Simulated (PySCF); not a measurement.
## Property card for `CCCN(C)[SiH3]`

Compound: C₄H₁₃NSi.
Atom-mapped SMILES: `[CH3:1][CH2:2][CH2:3][N:4]([CH3:5])[SiH3:6]` (hydrogens: H7, H8, H9 on C1; H10, H11 on C2; H12, H13 on C3; H14, H15, H16 on C5; H17, H18, H19 on Si6)

From PBE0-D3(BJ)/def2-SVP geometry optimisation, gas phase (PySCF):

```yaml
Point_group: C1
Rotational_constants_A_B_C: 3.947, 1.733, 1.477 GHz
```

CAM-B3LYP/def2-SVPD ground state, ΔSCF and vertical TDDFT (core frozen in the response) (PySCF):

```yaml
Dipole_moment: 0.99 D
HOMO_energy: -7.65 eV
LUMO_energy: 1.17 eV
HOMO–LUMO_gap: 8.82 eV
Lowest_singlet_excitation: 5.76 eV (215 nm, f = 0.013)
Strongest_line_among_the_10_lowest_singlet_transitions: S4 at 6.85 eV (181 nm, f = 0.050)
Lowest_triplet_excitation_Tamm–Dancoff: 5.58 eV
Static_isotropic_polarisability: 85.9 au
Vertical_ionisation_energy: 8.23 eV
Electronic_spatial_extent_⟨r²⟩_about_the_centre_of_nuclear_charge: 951 bohr²
```

**PBE0/pcSseg-1 ground state and GIAO shieldings, non-relativistic (PySCF)**

```yaml
Lowest_Hirshfeld_atomic_charge: -0.17 e on N4
Highest_Hirshfeld_atomic_charge: +0.34 e on Si6
13C_chemical_shifts_computed_TMS_as_zero_by_class: 54.0 (C3), 35.0 (C5), 21.1 (C2), 11.7 (C1) ppm
1H_chemical_shifts_computed_TMS_as_zero_by_class: 4.68 (H17/H18/H19), 2.64 (H12/H13), 2.38 (H14/H15/H16), 1.30 (H10/H11), 0.92 (H7/H8/H9) ppm
Isotropic_shieldings_of_nuclei_other_than_C_and_H_by_class: 259 (N4), 393 (Si6) ppm
Mayer_bond_orders_between_heavy_atoms: C1–C2 1.04, C2–C3 1.03, C3–N4 0.95, N4–C5 0.96, N4–Si6 0.97
```

Monoisotopic mass (most abundant isotopes): 103.0817 u.

The principal polarisabilities are 79.1, 84.7 and 93.9 au; their mean is the isotropic value. The rotational constants make it an asymmetric top with κ = (2B − A − C)/(A − C) = -0.79, nearer the prolate limit (−1). The 10 singlets span 5.76 to 8.45 eV, and their oscillator strengths add up to 0.20. The ΔSCF ionisation energy exceeds −ε(HOMO) by 0.58 eV with CAM-B3LYP.

 NMR classes are plain means over equivalent atoms (diastereotopic ones count apart unless rotation or inversion swaps them), as if these changed places fast; in this geometry the members of some classes differ.

For the geometry optimisation (PBE0-D3(BJ)/def2-SVP), hardware: an x86-64 server with one thread, shared host. Cost: 33 s.

Shape of the structure used: `[CH3:1][CH2:2][CH2:3][N:4]([CH3:5])[SiH3:6]`: C1–C2–C3–N4 -59°, C2–C3–N4–C5 -71°.

One conformer stands for the species.
